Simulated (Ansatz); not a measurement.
`[Cl][Ga]([Cl])[I]` + NH₃ → `[NH2][Ga]([Cl])[Cl]` + HI at 500 K and 1 bar (ligand exchange at a Ga–I bond).

Gas-phase electronic energies from Ansatz, PBE0-D4/def2-TZVP geometries. CBS: MP2 limit from def2 TZ/QZ plus the TZ coupled-cluster correction, frozen cores. This one scheme is used for every species. Elements past krypton have def2 core potentials. For Ga, I outer-core shells are correlated without core-valence functions, which leaves a few kJ/mol of doubt a bond. Scalar relativity is left out up to krypton. Each species was taken in one conformer, which may not be the lowest.

| species | CCSD(T)/CBS energy (Eh) | H − E (kJ/mol) | S (J/(mol·K)) |
| --- | --- | --- | --- |
| `[Cl][Ga]([Cl])[I]` | -3141.09973 | 42.9 | 395.6 |
| NH₃ | -56.50880 | 108.2 | 211.8 |
| `[NH2][Ga]([Cl])[Cl]` | -2899.54184 | 112.3 | 399.1 |
| HI | -298.03592 | 28.6 | 221.6 |

H − E and S are ideal-gas, rigid-rotor, harmonic terms from PBE0-D4/def2-TZVP, for one conformer and one mirror image of each species. 1 Eh = 2625.50 kJ/mol, R = 8.31446 J/(mol·K).

**Question.** By hand: ΔE, ΔH, ΔS and ΔG.

**Answer.** ΔE = (-2899.54184) + (-298.03592) − (-3141.09973) − (-56.50880) = 0.03077 Eh = 80.8 kJ/mol. Δ(H − E) = 112.3 + 28.6 − 42.9 − 108.2 = -10.2, so ΔH = 70.6 kJ/mol. ΔS = 399.1 + 221.6 − 395.6 − 211.8 = 13.3 J/(mol·K). ΔG = 70.6 − 500 × (13.3)/1000 = 63.9 kJ/mol.

**Question.** By hand: the equilibrium constant, and the temperature at which ΔG would vanish if ΔH and ΔS stayed fixed.

**Answer.** log₁₀ K = −ΔG/(RT ln 10) = -6.7. ΔG = 0 at ΔH/ΔS = 5308 K, far beyond where these terms or the molecules hold.

The number of gas molecules stays the same, so ΔS is small and ΔH decides. A doubt of 5 kJ/mol in ΔE shifts log₁₀ K by 0.5 here. Other conformers and mirror images would add mixing entropy, several J/(mol·K) or more a flexible species. Modes under 60 cm⁻¹, often nearly free rotors, make the harmonic entropy too high. These are equilibria of isolated gas molecules and say nothing of rates. Largest T1 diagnostic: 0.011 (customary marks: 0.02 for closed shells, 0.045 for open ones).
